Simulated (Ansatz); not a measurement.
closo-1-SB4 (no H on S) (B4H4S). The state is a singlet with charge 0. Geometry PBE0-D4/def2-SVP.

Cartesian coordinates in Å:
```
B 0.599 0.912 0.131
B 0.161 -0.556 -0.934
S -0.741 1.072 -1.174
B 0.438 -0.634 0.694
B -1.035 0.042 0.368
H 1.335 1.821 0.390
H 0.411 -1.277 -1.857
H 0.943 -1.364 1.494
H -2.112 -0.015 0.889
```

B3LYP takes the VWN-RPA correlation.

Problem. Estimate the orbital energies around the gap (eV) in Ansatz with r2SCAN-D4/def2-TZVP, B3LYP-D4/def2-TZVP, PBE0-D4/def2-SVP, PBE0-D4/def2-TZVP, ωB97X-V/def2-TZVP.

Solution. 
| orbital | r2SCAN-D4/def2-TZVP | B3LYP-D4/def2-TZVP | PBE0-D4/def2-SVP | PBE0-D4/def2-TZVP | ωB97X-V/def2-TZVP |
| --- | --- | --- | --- | --- | --- |
| HOMO−13 | -159.12 | -161.84 | -163.42 | -163.05 | -164.52 |
| HOMO−12 | -159.10 | -161.82 | -163.39 | -163.04 | -164.51 |
| HOMO−11 | -159.10 | -161.82 | -163.39 | -163.04 | -164.51 |
| HOMO−10 | -22.17 | -23.08 | -23.81 | -23.68 | -26.70 |
| HOMO−9 | -16.12 | -17.00 | -17.43 | -17.47 | -20.38 |
| HOMO−8 | -12.71 | -13.48 | -13.83 | -13.89 | -16.73 |
| HOMO−7 | -12.71 | -13.48 | -13.83 | -13.89 | -16.73 |
| HOMO−6 | -11.34 | -12.09 | -12.42 | -12.43 | -15.09 |
| HOMO−5 | -10.53 | -11.36 | -11.58 | -11.64 | -14.24 |
| HOMO−4 | -8.94 | -9.64 | -9.93 | -9.90 | -12.25 |
| HOMO−3 | -8.94 | -9.64 | -9.93 | -9.90 | -12.25 |
| HOMO−2 | -8.85 | -9.63 | -9.89 | -9.86 | -12.23 |
| HOMO−1 | -7.37 | -8.01 | -8.28 | -8.25 | -10.50 |
| HOMO | -7.37 | -8.01 | -8.28 | -8.25 | -10.50 |
| LUMO | -2.03 | -1.49 | -1.26 | -1.33 | 0.81 |
| LUMO+1 | -2.03 | -1.49 | -1.26 | -1.33 | 0.81 |
| LUMO+2 | 0.38 | 0.47 | 1.98 | 0.71 | 2.47 |
| LUMO+3 | 0.38 | 0.47 | 1.98 | 0.71 | 2.48 |
| LUMO+4 | 0.88 | 0.83 | 2.05 | 1.09 | 2.73 |
| LUMO+5 | 1.73 | 1.41 | 2.41 | 1.65 | 3.10 |
